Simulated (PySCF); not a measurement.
HNaO, SMILES [OH][Na].

The structure is a stationary point at ωB97X-D3(BJ)/def2-TZVPD. The isomer is the one that the SMILES or the coordinates give; other isomers of the formula were not compared.

Level of theory: ωB97X-D3(BJ)/def2-TZVPD (PySCF 2.14.0).

Frequencies are harmonic and unscaled.

Modes within 1.5 cm⁻¹ of each other (mostly degenerate sets) share a row, with their intensities summed.

| mode | ν (cm⁻¹) | IR (km/mol) | Raman (Å⁴/amu) | depolarisation | moving atoms (share of kinetic energy) |
|---|---|---|---|---|---|
| 1–2 | 222 | 146.9 | 32.7 | 0.75 | H 87 %, O 12 % |
| 3 | 562 | 84.6 | 5.3 | 0.01 | O 54 %, Na 43 % |
| 4 | 3999 | 6.6 | 144.5 | 0.12 | H 94 % |
